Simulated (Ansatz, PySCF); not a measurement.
Input for PySCF:
```python
from pyscf import gto, scf, dft

mol = gto.M(
    atom='''
C    -1.56185121    0.49454230    0.03245206
Si   -0.00034788   -0.58210181    0.13677635
C     1.56896069    0.45505303   -0.12764603
H    -1.64262882    0.96231092   -0.94808898
H    -2.45903288   -0.09646820    0.18941523
H    -1.55484237    1.28825268    0.77435229
H    -0.06227941   -1.71333633   -0.79530449
H     1.56105374    0.92190253   -1.11191340
H     2.46231945   -0.15854174   -0.06224444
H     1.65762369    1.24773351    0.61007872
''',
    basis='cc-pvdz',
    spin=1,
    verbose=4,
)

mf = dft.UKS(mol)
mf.xc = 'blyp'
mf.grids.atom_grid = (99, 590)
mf.grids.prune = None
mf.kernel()
```

Problem. Give the equivalent Ansatz (a quantum-chemistry and plane-wave program) input.

Solution. This is not unique; one that fits is 
Ansatz 0.2 input:
```yaml
crystal:
  periodic: [false, false, false]
  atoms:
    - {symbol: C, position_ang: [-1.56185121, 0.49454230, 0.03245206]}
    - {symbol: Si, position_ang: [-0.00034788, -0.58210181, 0.13677635]}
    - {symbol: C, position_ang: [1.56896069, 0.45505303, -0.12764603]}
    - {symbol: H, position_ang: [-1.64262882, 0.96231092, -0.94808898]}
    - {symbol: H, position_ang: [-2.45903288, -0.09646820, 0.18941523]}
    - {symbol: H, position_ang: [-1.55484237, 1.28825268, 0.77435229]}
    - {symbol: H, position_ang: [-0.06227941, -1.71333633, -0.79530449]}
    - {symbol: H, position_ang: [1.56105374, 0.92190253, -1.11191340]}
    - {symbol: H, position_ang: [2.46231945, -0.15854174, -0.06224444]}
    - {symbol: H, position_ang: [1.65762369, 1.24773351, 0.61007872]}
basis:
  gaussian:
    orbitals: cc-pVDZ
hamiltonian:
  xc: blyp
magnetization: {spin_polarized: true, initial_magnetization: 1}
accuracy: high
```

Both were run: PySCF gave -369.802697 Eh and Ansatz -369.802697 Eh, 0.000 mEh apart.
